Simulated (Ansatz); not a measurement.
Basis-set extrapolation for CH7PSSi (`C[SiH2]SP`) (PBE0-D4/def2-TZVP geometry, frozen core, Ansatz 0.2.0). Multiplicity 1, RHF reference.

```
                       def2-TZVPP    def2-QZVPP
                 HF  -1069.238721  -1069.270975
    MP2 correlation     -0.638621     -0.688055
CCSD(T) correlation     -0.733593       not run
```

Energies in hartree. Use E(X) = E(∞) + A·exp(−7.88·√X) for Hartree–Fock and E(X) = E(∞) + B·X^(−2.97) for correlation, with X = 3 and 4, and add CCSD(T) minus MP2 of the smaller set to the MP2 limit.

**Question.** What is the CCSD(T) energy at the basis-set limit?

**Answer.** HF limit: -1069.270975 + (-0.032254) × 0.13774 = -1069.27542. MP2 limit: -0.688055 + (-0.049434) × 0.74074 = -0.72467. Higher-order term: -0.733593 − (-0.638621) = -0.09497. Total: -1070.09506 hartree, 322.3 kJ/mol below CCSD(T)/def2-TZVPP.
